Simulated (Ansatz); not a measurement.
Program: Ansatz. Geometries: PBE0-D4/def2-TZVP. ΔE: electronic, gas phase. CCSD(T)/CBS adds triple-zeta CCSD(T) − MP2 to the extrapolated MP2 energy (def2 sets, frozen cores). This one scheme is used for every species. DFT in def2-TZVPP. For Ge outer-core shells are correlated without core-valence functions, which leaves a few kJ/mol of doubt a bond. Scalar relativity is left out up to krypton. One conformer a species, not always the lowest.

`O[SiH2][GeH3]` → GeH₄ + `O[SiH]`  (silylene formation by 1,1-elimination)

| level | ΔE (kJ/mol) | difference from CCSD(T)/CBS |
| --- | --- | --- |
| r2SCANh-D4 | 210.3 | 17.1 |
| r2SCAN | 206.2 | 13.0 |
| r2SCAN0 | 211.2 | 18.0 |
| HF/def2-SVP | 173.2 | -20.0 |
| MP2/def2-SVP | 182.2 | -11.0 |
| HF/def2-TZVPP | 179.6 | -13.6 |
| MP2/def2-TZVPP | 199.2 | 6.0 |
| CCSD/def2-TZVPP | 184.4 | -8.8 |
| CCSD(T)/def2-TZVPP | 185.5 | -7.7 |
| CCSD/CBS(def2) | 192.1 | -1.1 |
| CCSD(T)/CBS | 193.2 | 0 |

Largest T1 diagnostic among the species: 0.016.

The D4 term adds +11.6 kJ/mol with B3LYP and +6.3 kJ/mol with PBE0; it sums over pairs of atoms, weighted by their polarisabilities, and B3LYP, whose exchange is more repulsive, gets the larger term. At CCSD(T), def2-SVP lies −26.7 kJ/mol from the extrapolated value and def2-TZVPP −7.7 kJ/mol. Leaving LDA and LC-ωPBE aside and taking each functional with its dispersion term where it has one, the values, not all of them listed here, spread over 40.6 kJ/mol, from BLYP-D4 to r2SCAN0-D4. LDA lies +27.2 kJ/mol from PBE without D4.

B3LYP here is the variant with VWN-RPA as its local correlation; programs differ in this.
